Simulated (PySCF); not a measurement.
## Heteronuclear NMR

Molfile (atoms numbered from 1):
```
C6H7N3
     RDKit          3D

 16 16  0  0  0  0  0  0  0  0999 V2000
   -2.7862    0.0027   -0.0121 C   0  0  0  0  0  0  0  0  0  0  0  0
   -1.5422   -0.4483    0.1024 C   0  0  0  0  0  0  0  0  0  0  0  0
   -0.3795    0.4164   -0.0486 C   0  0  0  0  0  0  0  0  0  0  0  0
   -0.6088    1.7076   -0.3154 N   0  0  0  0  0  0  0  0  0  0  0  0
    0.3501    2.5459   -0.4648 N   0  0  0  0  0  0  0  0  0  0  0  0
    1.5917    2.1995   -0.3686 N   0  0  0  0  0  0  0  0  0  0  0  0
    1.9066    0.9398   -0.1066 C   0  0  0  0  0  0  0  0  0  0  0  0
    0.9441   -0.0479    0.0733 C   0  0  0  0  0  0  0  0  0  0  0  0
    1.3083   -1.4634    0.3677 C   0  0  0  0  0  0  0  0  0  0  0  0
   -2.9714    1.0417   -0.2245 H   0  0  0  0  0  0  0  0  0  0  0  0
   -3.6373   -0.6463    0.1020 H   0  0  0  0  0  0  0  0  0  0  0  0
   -1.3430   -1.4888    0.3150 H   0  0  0  0  0  0  0  0  0  0  0  0
    2.9653    0.7238   -0.0408 H   0  0  0  0  0  0  0  0  0  0  0  0
    0.8838   -1.7752    1.3213 H   0  0  0  0  0  0  0  0  0  0  0  0
    0.9216   -2.1247   -0.4070 H   0  0  0  0  0  0  0  0  0  0  0  0
    2.3893   -1.5739    0.4135 H   0  0  0  0  0  0  0  0  0  0  0  0
  1  2  2  0
  2  3  1  0
  3  4  2  0
  4  5  1  0
  5  6  2  0
  6  7  1  0
  7  8  2  0
  8  9  1  0
  8  3  1  0
  1 10  1  0
  1 11  1  0
  2 12  1  0
  7 13  1  0
  9 14  1  0
  9 15  1  0
  9 16  1  0
M  END
```

PySCF 2.14.0 with density-fitted response routines calculation with σ from GIAO-PBE0/pcSseg-1 and geometry: GFN2-xTB; one computed conformer, non-relativistic, one averaged value for each set of equivalent atoms, in vacuum.

Predict the $^{15}$N NMR data.

Answers


```tsv
atoms	environment	σ (ppm)	δ (ppm)
N5	pyridine-type ring nitrogen	-253.8	85.8
N6	pyridine-type ring nitrogen	-165.9	4.8
N4	pyridine-type ring nitrogen	-151.6	-8.4
```

Shieldings were converted by a linear fit to measured shifts: $^{15}$N: δ = -148.07 − 0.921σ (rms 6.3 ppm, 71 shifts vs CH3NO2, solution or neat liquid). A few per cent of atoms miss by over 2 rms, more outside the fitted compound classes.

On a 300 MHz spectrometer $^{15}$N resonates near 30.4 MHz, so 1 ppm is 30.4 Hz.
